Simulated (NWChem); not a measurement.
System: KI anion, doublet; SMILES of the neutral closed-shell parent [K][I]

The following NWChem deck was run.

```
start job
memory heap 200 mb stack 900 mb global 1100 mb
charge -1
geometry units angstroms noautoz
  K      0.000000     0.000000    -2.409293
  I      0.000000     0.000000     0.917472
end
basis spherical
  K library def2-svpd
  I library def2-svpd
end
ecp
  I library def2-ecp
end
dft
  odft
  mult 2
  xc pw6b95
  iterations 150
  mulliken
end
task dft energy
```

The geometry was optimised at B3LYP/def2-SVPD, spin-unrestricted. The spin multiplicity was typed, not searched, and may not be the lowest. No stability test was run on the SCF state. The highest occupied level is positive, so the extra electron may be held by the finite basis. def2 effective core potentials on I; no spin-orbit coupling.

**Question.** Predict the main results of this run. (PW6B95/def2-SVPD with def2 effective core potentials on I, spin-unrestricted.) Quantities: energy (Ha); highest occupied level (eV); lowest empty minus highest occupied level, either spin (eV); <S²>.

**Answer.** 
| Property | Value |
|---|---|
| energy (Ha) | -898.27 |
| highest occupied level (eV) | 0.30 |
| lowest empty minus highest occupied level, either spin (eV) | 1.79 |
| <S²> | 0.750 |
